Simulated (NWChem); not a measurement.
Species: BHOBrCl; SMILES OB(Cl)Br

```xyz
5

B      0.4495    -0.5691     0.0000
Cl    -0.6975    -1.9248     0.0000
Br    -0.1909     1.2418     0.0000
O      1.7844    -0.7718     0.0000
H      2.0154    -1.7204     0.0000
```
Atoms are numbered in this order, from 1.

Coordinates come from a PBE-D3(BJ)/def2-SVP optimisation.

Symmetry labels are those of Cs in the frame above (b1 and b2, or b-type labels, depend on it).

Question: List the 4 lowest vertical singlet excitations from PBE0/aug-cc-pVDZ, TDA (NWChem).

Answer: 
```tsv
state	energy (eV)	oscillator strength	symmetry	leading excitation (squared amplitude)
S1	6.25	0.000	a"	HOMO → LUMO (1.00)
S2	7.08	0.023	a'	HOMO → LUMO+1 (0.94)
S3	7.09	0.126	a'	HOMO−1 → LUMO (0.90)
S4	7.33	0.000	a"	HOMO−2 → LUMO (0.99)
```
